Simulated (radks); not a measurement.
Results of a calculation; reference values are marked as such.
Effect of the nuclear size on neutral thulium, [Xe] 4f13 6s2. Level of theory: Dirac Kohn-Sham, LDA (Slater exchange, Perdew-Wang correlation), spin-unpolarised, spherical densities, finite nucleus; open shells are shared between the two j in proportion to 2j + 1; Fermi nuclear charge, rms radius 5.2256 fm (a radial shooting solver on a logarithmic mesh with Libxc functionals). The rms radius is varied about that value; shifts are against it.

rms radius (fm),total energy shift (eV),density at nucleus (e/bohr^3),1s1/2 shift (meV),2s1/2 shift (meV),5s1/2 shift (meV),5p1/2 shift (meV),6s1/2 shift (meV),4f7/2 shift (meV),6p1/2 (empty) shift (meV)
4.3372,-11.0,9.999e+05,-4480,-603,-4.63,0.456,-0.182,0.793,0.156
4.8703,-4.55,9.659e+05,-1860,-251,-1.92,0.189,-0.076,0.330,0.065
5.2256,0,9.458e+05,0.000,0.000,0.000,0.000,0.000,0.000,0.000
5.6959,6.37,9.218e+05,2610,351,2.69,-0.265,0.106,-0.461,-0.091
6.1192,12.4,9.023e+05,5090,685,5.25,-0.517,0.207,-0.900,-0.177

Slopes of the eigenvalues against <r^2> in GHz/fm^2, as finite differences over the two radii next to the reference (eigenvalue slopes, not the field-shift constants of lines): 1s1/2 124000, 2s1/2 16700, 5s1/2 128, 5p1/2 -12.6, 6s1/2 5.04, 4f7/2 -21.9, 6p1/2 (empty) -4.30.
